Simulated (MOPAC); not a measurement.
MOPAC input (PM3):

```
PM3 1SCF CHARGE=-1 GEO-OK AUX(PRECISION=9) THREADS=1
H2ClSi

Si   -1.13071627 1   -0.21437975 1   -0.19786288 1
Cl    1.10415170 1    0.11806772 1    0.10161408 1
H    -1.48225327 1    1.28364396 1   -0.26245164 1
H    -1.45829783 1   -0.28947871 1    1.30509270 1
```

Problem. What heat of formation does the run end on, and which ionisation energy by Koopmans theorem?

Solution. -55.94 kcal/mol; 3.11 eV.
